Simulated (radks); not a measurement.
Results of a calculation; reference values are marked as such.
Excited configurations of Lu I: one electron is placed in a higher orbital outside [Xe] 4f14 6s2. The ground configuration is [Xe] 4f14 5d1 6s2. Level of theory: scalar-relativistic Kohn-Sham, PBE, spin-unpolarised, spherical densities, finite nucleus; Fermi nuclear charge, rms radius 5.37 fm (a radial shooting solver on a logarithmic mesh with Libxc functionals). Excitation = E - E(ground); binding = E(ion) - E, where the ion is the core of charge +1; n* = 1/sqrt(2 binding) in atomic units, and the quantum defect is n - n*.

| outer orbital | excitation (eV) | binding (eV) | n* | quantum defect |
|---|---|---|---|---|
| 5f | 4.331 | 0.926 | 3.833 | 1.167 |
| 6p | 0.948 | 4.309 | 1.777 | 4.223 |
| 6d | 3.707 | 1.550 | 2.963 | 3.037 |
| 6f | 4.607 | 0.650 | 4.575 | 1.425 |
| 7s | 2.858 | 2.399 | 2.381 | 4.619 |
| 7p | 3.536 | 1.721 | 2.811 | 4.189 |
| 7d | 4.283 | 0.974 | 3.738 | 3.262 |
| 7f | 4.782 | 0.475 | 5.351 | 1.649 |

The Delta-SCF ionisation energy is 5.257 eV (NIST Atomic Spectra Database: 5.426 eV, measured). Self-interaction in the functional shifts the binding energies and quantum defects, so they are the method's values and not measured ones. Spin polarisation and multiplet splitting are left out, so open shells lie too high by an amount that depends on their filling. Spin-orbit splitting is averaged out at the scalar-relativistic level.

Beside tabulated values, note that spin-unpolarised runs miss the spin-polarisation part of the exchange energy of open shells.
